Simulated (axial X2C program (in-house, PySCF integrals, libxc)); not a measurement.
# TeC⁺: properties at the nuclei

Calculated with an in-house all-electron X2C program for linear molecules (integrals from PySCF): two-component X2C with atomic mean-field Coulomb and Gaunt terms, Gaussian nuclei, basis Te dyall-cv3z, C dyall-v3z with contracted cores.

R = 1.844 Å (near the PBE0 minimum at charge 1 of the determinant lowest at the starting distance; the state shown can have its own minimum elsewhere).

Determinant lowest in the PBE0 search, Ω = 1/2 (⟨Sz⟩ = 0.49, ⟨Lz⟩ = 0.01 at PBE0), spin on the atoms Te -0.25, C 0.74:

| level | Eeff magnitude (GV/cm) | Ws magnitude Te (kHz) | A∥/gI Te (MHz) | qzz Te (a.u.) | A∥/gI C (MHz) | qzz C (a.u.) |
| --- | --- | --- | --- | --- | --- | --- |
| PBE0 | 0.22 | 0.538 | 696 | 2.22 | 609 | -0.11 |
| HF | 0.27 | 0.575 | 1420 | -0.84 | 890 | -0.02 |
| PBE | 0.979 | 1.38 | 437 | 2.60 | 566 | -0.06 |
| r2SCAN | 0.282 | 0.611 | 876 | 2.12 | 650 | -0.09 |
| PBE50 | 0.352 | 0.104 | 1020 | 1.46 | 675 | -0.10 |

Determinant 0.80 eV from it at PBE0 and this distance, Ω = 3/2 (⟨Sz⟩ = 0.50, ⟨Lz⟩ = 1.00 at PBE0), spin on the atoms Te 0.32, C 0.19:

```csv
level,Eeff magnitude (GV/cm),Ws magnitude Te (kHz),A∥/gI Te (MHz),qzz Te (a.u.),A∥/gI C (MHz),qzz C (a.u.)
PBE0,0.973,0.228,478,-6.17,25.5,-1.10
HF,6.51,2.91,85.2,-3.38,-2.53,-0.88
PBE,0.833,0.184,485,-6.47,28.2,-1.03
r2SCAN,1.07,0.276,524,-6.34,31.4,-1.08
PBE50,1.05,0.249,465,-5.81,22.5,-1.17
```

Eeff is the effective electric field on the electron electric dipole moment in this Ω state and Ws the scalar–pseudoscalar constant of the nucleus named (defined with the proton number Z and per Ω); A∥ (defined per Ω) follows by multiplying with gI = μI/(I μN); qzz is the electric field gradient, eQq0 = 234.96 MHz × Q/barn × qzz. The operators were transformed with the bare-nucleus X2C matrices; with these basis sets, hyperfine constants and field gradients can be off by tens of per cent, and where levels differ in sign neither size nor sign is settled.

Task: With gI(13C) = 1.4048 (g factors from the IAEA table of nuclear moments by Stone), turn the PBE0 values of the first state into constants in MHz.

Result: A∥(13C) = 609 × 1.4048 = 856 MHz.

Each state is one determinant with collinear spin. Unrestricted Hartree–Fock can overshoot spin polarisation at the nuclei. In the state Ω = 1/2 the sign of Eeff differs between levels (PBE50 against PBE0). In the state Ω = 3/2 the sign of Eeff differs between levels (HF against PBE0). Where Eeff spreads by more than a factor of two the levels disagree and none is to be relied on. The search compared states at one distance, so a state with another bond length can lie lower. The sign of Ws at Te differs between levels in the first state. The sign of Ws at Te differs between levels in the second state. Further determinants of the search, some of them spin-mixed, are not shown. Where a field gradient or hyperfine factor spreads by more than a factor of two over the levels, a constant derived from it is not to be relied on. PBE0 term energies can be off by some tenths of an eV.
